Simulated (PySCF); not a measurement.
## Correlation energy of Ne²⁺ (neon, charge +2)

[He] 2s2 2p4, high-spin 3P determinant. All numbers are calculated (PySCF 2.14, the spin-free X2C one-electron Hamiltonian (Gaussian nucleus), in x2c-SVPall (3s2p1d, 14 functions)). Frozen: 1s2; 6 electrons correlated.

MP2 pair energies summed by pair of shells (mhartree):

| pair | energy | share (%) |
| --- | --- | --- |
| 2p-2p | -41.88 | 46.9 |
| 2s-2p | -40.88 | 45.8 |
| 2s-2s | -6.55 | 7.3 |

Total MP2 correlation energy: -89.31 mhartree.

Same-spin part -21.28 and opposite-spin part -68.03 mhartree; SCS-MP2 scales them by 1/3 and 6/5 to -88.72 mhartree.

| level | correlation energy (mhartree) |
| --- | --- |
| CCSD | -102.06 |
| (T) | -0.66 |
| CCSD(T) | -102.72 |

Diagnostics: T1 = 0.0033, D1 = 0.0055, largest double amplitude 0.031.

Cost of the coupled-cluster step: 0.11 s of wall time on 1 thread of Neoverse-N1 (shared host), for 6 correlated electrons.

Iterations:

```
CC2 = 0
CCSD nocc = (np.int64(4), np.int64(2)), nmo = (13, 13)
frozen orbitals [[0], [0]]
max_cycle = 100
direct = 0
conv_tol = 1e-08
conv_tol_normt = 1e-06
diis_space = 8
diis_start_cycle = 0
Init t2, MP2 energy = -0.08930624690956
Init E_corr(UCCSD) = -0.0893062469118433
cycle = 1  E_corr(UCCSD) = -0.0996108938451947  dE = -0.0103046469  norm(t1,t2) = 0.017955
cycle = 2  E_corr(UCCSD) = -0.101456873197864  dE = -0.00184597935  norm(t1,t2) = 0.00475533
cycle = 3  E_corr(UCCSD) = -0.102084529223154  dE = -0.000627656025  norm(t1,t2) = 0.00178099
cycle = 4  E_corr(UCCSD) = -0.102061852374438  dE = 2.26768487e-05  norm(t1,t2) = 0.000374821
cycle = 5  E_corr(UCCSD) = -0.102064210080952  dE = -2.35770651e-06  norm(t1,t2) = 4.70199e-05
cycle = 6  E_corr(UCCSD) = -0.102063961989987  dE = 2.48090964e-07  norm(t1,t2) = 6.50444e-06
cycle = 7  E_corr(UCCSD) = -0.102064040571661  dE = -7.85816736e-08  norm(t1,t2) = 8.60085e-07
cycle = 8  E_corr(UCCSD) = -0.102064032485804  dE = 8.08585683e-09  norm(t1,t2) = 1.12071e-07
UCCSD converged
E(UCCSD) = -126.4342526834312  E_corr = -0.1020640324858042
UCCSD(T) correction = -0.000663751372642678
```
